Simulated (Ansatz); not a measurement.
Cd(OMe)(NH2) (CH₅CdNO), SMILES C[O][Cd][NH2].

Coordinates come from a B3LYP-D3(BJ)/def2-SVP optimisation. The structure was generated by enumeration; whether it is a known compound was not checked. The def2 effective core potentials stand for the cores of Cd; spin–orbit coupling is left out. The values are those of a single conformer.

Two levels are set side by side: PBE/def2-SVPD (Ansatz, an electronic-structure program) and CAM-B3LYP/def2-SVPD (Ansatz). Energy differences of separate SCF runs at the same geometry; the states with an electron removed or added have multiplicity 2 and 2. Differences are taken from unrounded values.

```tsv
quantity	CAM-B3LYP
vertical ionisation energy (eV)	9.35
vertical singlet–triplet gap (eV)	4.38
```

Problem. What does PBE give, and how far is it from CAM-B3LYP? (Estimate from the structure and the level; the computed values follow.)

Solution. 
```
quantity                            PBE  PBE minus CAM-B3LYP
---------------------------------  ----  -------------------
vertical ionisation energy (eV)    8.63                -0.72
vertical singlet–triplet gap (eV)  3.76                -0.62
```
